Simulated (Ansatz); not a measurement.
Coupled-cluster run, `CO[Si](O)(O)O[SiH3]`.

```yaml
crystal:
  periodic: [false, false, false]
  atoms:
    - {symbol: C, position_ang: [-1.133175, -0.937000, -1.854493]}
    - {symbol: O, position_ang: [-1.570521, -0.116088, -0.793590]}
    - {symbol: Si, position_ang: [-0.578304, 0.644049, 0.246278]}
    - {symbol: O, position_ang: [0.293215, 1.853645, -0.413166]}
    - {symbol: O, position_ang: [-1.523391, 1.275447, 1.411083]}
    - {symbol: O, position_ang: [0.509745, -0.424031, 0.793893]}
    - {symbol: Si, position_ang: [2.043753, -0.534502, 1.361212]}
    - {symbol: H, position_ang: [-0.561636, -0.362500, -2.590595]}
    - {symbol: H, position_ang: [-2.012926, -1.355380, -2.345596]}
    - {symbol: H, position_ang: [-0.509781, -1.758549, -1.488448]}
    - {symbol: H, position_ang: [-0.159814, 2.683196, -0.568460]}
    - {symbol: H, position_ang: [-2.315432, 0.785347, 1.635373]}
    - {symbol: H, position_ang: [2.152529, -1.803619, 2.122777]}
    - {symbol: H, position_ang: [2.361321, 0.608400, 2.255042]}
    - {symbol: H, position_ang: [3.004398, -0.558415, 0.228710]}
basis:
  gaussian: {orbitals: def2-TZVPP}
correlation: {method: ccsd_t}
```

```sh
$ ansatz run in.yaml --threads 2 --pin off --events-out ev --progress --plain --max-ram 22528MiB --backend cuda --devices 0, --max-vram 18GiB
```

Output of Ansatz, abridged:

```
Functional definition: HF
2094 factors; integrals over basis functions are off by at most 9.0e-4 eV
mean field evaluation 1: about -25035.2744 eV, gradient 6.1e1 eV
mean field evaluation 2: about -25035.7003 eV, gradient 6.2e1 eV
mean field evaluation 4: about -25042.3521 eV, gradient 4.2e0 eV
mean field evaluation 8: about -25042.4346 eV, gradient 3.2e-1 eV
mean field -25042.43491678 eV, -920.2925088196 hartree, gradient 2.6e-6 eV, S^2 0.000000; 0 other end points of the search recorded, 0 dependent functions left out
15 core orbitals not correlated: weight in the atoms' cores, before any rotation towards them, 1.000 or more for the frozen orbitals, at most 0.000 for the correlated occupied ones
reference -25042.43491678 eV, -920.2925088196 hartree; 22, 22 occupied and 314, 314 virtual orbitals, 2094 factors
second order -36.93046084 eV of doubles, -0.00000000 eV of singles
cycle   1  -37.09161976 eV  change   -1.6e-1 eV  update   1.2e-1
cycle   2  -37.93526990 eV  change   -8.4e-1 eV  update   3.4e-2
cycle   3  -38.11800820 eV  change   -1.8e-1 eV  update   1.7e-2
cycle   4  -38.09556368 eV  change    2.2e-2 eV  update   3.2e-3
cycle   5  -38.09495552 eV  change    6.1e-4 eV  update   1.4e-3
cycle   6  -38.09598454 eV  change   -1.0e-3 eV  update   3.8e-4
cycle   7  -38.09575094 eV  change    2.3e-4 eV  update   1.4e-4
cycle   8  -38.09566441 eV  change    8.7e-5 eV  update   3.9e-5
cycle   9  -38.09566780 eV  change   -3.4e-6 eV  update   1.5e-5
perturbative correction -1.32992391 eV, -0.0488738021 hartree
Total energy: -25081.86050848 eV, -921.7413725911 hartree
```

It took 11 s on 2 threads of an AMD EPYC 7R13 on a shared host and a share of an NVIDIA H100 80 GB, with 0.88 GiB of host memory at the peak.

Correlation energy per correlated electron: -0.896 eV. T1 diagnostic: 0.0113.
